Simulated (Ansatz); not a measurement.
Stepwise reaction of `[F][Al]([F])[Br]` with ammonia, as a gas-phase model of exchange steps in deposition or etching. ΔE in kJ/mol; ΔG adds harmonic PBE0-D4 terms to CCSD(T)/CBS, at 1 bar.

Gas-phase electronic energies from Ansatz, PBE0-D4/def2-TZVP geometries. CBS: MP2 limit from def2 TZ/QZ plus the TZ coupled-cluster correction, frozen cores. This one scheme is used for every species. DFT in def2-TZVPP. B3LYP here is the variant with VWN-RPA as its local correlation; programs differ in this. For Br outer-core shells are correlated without core-valence functions, which leaves a few kJ/mol of doubt a bond. Scalar relativity is left out up to krypton. Each species was taken in one conformer, which may not be the lowest.

```tsv
step	reaction	PBE-D4	B3LYP-D4	ωB97M-V	CCSD(T)/CBS	ΔG(600 K)
1	`[F][Al]([F])[Br]` + NH₃ → `[NH2][Al]([F])[Br]` + H–F	77.4	81.0	79.8	79.7	75.2
2	`[NH2][Al]([F])[Br]` + NH₃ → `[NH2][Al]([NH2])[Br]` + H–F	92.3	96.1	94.5	92.9	92.0
```

(1) By hand: ΔE of the 2 steps together at CCSD(T)/CBS.

Results:

(1) (79.7) + (92.9) = 172.6 kJ/mol, or 86.3 kJ/mol a step.

In ΔE each step is higher than the one before. All are uphill at CCSD(T)/CBS. ΔG lies between 75.2 and 92.0 kJ/mol a step. PBE-D4 differs from CCSD(T)/CBS by -2.3 to -0.6 kJ/mol a step. Isolated molecules leave out the surface, adducts and barriers. Largest T1 diagnostic: 0.010.
